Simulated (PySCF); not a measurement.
## FSiN + HBr → BrSiN + HF

Level: PBE0 in the def2-TZVP basis family, all electrons, no relativity, computed in PySCF with density fitting; open shells unrestricted.

```json
{"species": "FSiN", "state and structure": "singlet, C∞v, Si–F 1.576 Å, Si–N 1.557 Å; F–Si–N 180.0°", "E (Eh)": "-443.79708", "ZPE (kJ/mol)": "14.4", "H(298 K) − H(0) (kJ/mol)": "12.4", "S° (J/(mol K))": "250.4"}
{"species": "HBr", "state and structure": "singlet, C∞v, H–Br 1.421 Å", "E (Eh)": "-2574.45811", "ZPE (kJ/mol)": "16.0", "H(298 K) − H(0) (kJ/mol)": "8.7", "S° (J/(mol K))": "198.5"}
{"species": "BrSiN", "state and structure": "singlet, C∞v, Si–Br 2.171 Å, Si–N 1.559 Å; Br–Si–N 180.0°", "E (Eh)": "-2917.86304", "ZPE (kJ/mol)": "11.4", "H(298 K) − H(0) (kJ/mol)": "13.2", "S° (J/(mol K))": "272.3"}
{"species": "HF", "state and structure": "singlet, C∞v, H–F 0.920 Å", "E (Eh)": "-100.39188", "ZPE (kJ/mol)": "24.9", "H(298 K) − H(0) (kJ/mol)": "8.7", "S° (J/(mol K))": "173.6"}
```

What is the electronic reaction energy?

At PBE0/def2-TZVP, ΔE = 0.7 kJ/mol from the differences of the total energies times 2625.5, uphill. 

Add zero-point, thermal and entropy terms for 298.15 K and 1 bar.

ΔZPE = 5.9 and Δ[H(298) − H(0)] = 0.8 kJ/mol give ΔH° = 7.4 kJ/mol. ΔS° = -3.0 J/(mol K), so ΔG° = 7.4 − 298.15 × (-0.0030) = 8 kJ/mol and log₁₀K = -1.5.

The structures come from searches over a few start shapes, so lower isomers are not excluded.
